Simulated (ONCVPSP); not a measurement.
## lanthanum (La): ONCV pseudisation with PBE, scalar-relativistic reference atom.

- Element: La (Z = 57)
- Generator: ONCVPSP 4.0.1
- Type: optimised norm-conserving Vanderbilt (ONCV)
- Functional: PBE
- Relativity: scalar-relativistic
- Frozen core: [Kr] 4d10
- Valence charge: 11
- Reference configuration: 5s2 5p6 5d1 6s0.5 (charge +1.5)
- Partial waves: 5s+6s: rc 2.80 bohr, ncon 3, nbas 6, qcut 5.5 1/bohr, 2 projectors; 5p: rc 2.00 bohr, ncon 3, nbas 8, qcut 4.6 1/bohr, 2 projectors, debl 3.7 Ha; 5d: rc 2.30 bohr, ncon 4, nbas 7, qcut 3.8 1/bohr, 2 projectors, debl 3.7 Ha; f scattering state at 0.02 Ha: rc 2.55 bohr, ncon 3, nbas 7, qcut 4.2 1/bohr, 2 projectors, debl 0.8 Ha
- Local potential: polynomial inside 1.55 bohr (lpopt 5, dvloc0 0 Ha)
- Core correction: Teter function, fcfact 3, rcfact 1.55

In the f channel the program set the typed energies aside and used -0.494, 0.306 Ha.

All-electron outer shells of the reference configuration (PBE, scalar-relativistic, ld1.x):

```
shell  level (eV)  outermost node (bohr)  outermost maximum (bohr)
   5s      -48.02                   0.77                      1.41
   5p      -31.46                   0.83                      1.58
   5d      -11.51                   0.95                      2.16
   6s      -10.87                   1.84                      3.51
```

Does the generator finish with these settings?

Yes, a potential is produced and its reference levels are reproduced.

Estimate the cutoffs (Ha) at which the residual kinetic energy of the hardest occupied pseudo-wave falls to 1 and 0.1 mHa per electron.

8.9 Ha and 31 Ha. The cutoffs count occupied waves only; projector 1 of the f channel, the hardest unoccupied one, needs 55 Ha at the loose tolerance.

What does a ghost test show?

No bound ghost flagged; GHOST(+) flagged for s at 16.0 eV, p at 160.6 eV.

Which valence shell sets the plane-wave cutoff?

5p: 9 Ha for 1 mHa per electron, against 8 Ha for 6s.

Tests: 5s2 5p6 5d1 6s2; 5s2 5p6 5d1 6s1; 5s2 5p6 5d1 6s0; 4f1 5s2 5p6 5d1 6s0. Which has the largest error in its energy relative to the reference configuration, and how large is it?

4f1 5s2 5p6 5d1 6s0, with +1350 meV (all-electron minus pseudo) on -3.84 eV.
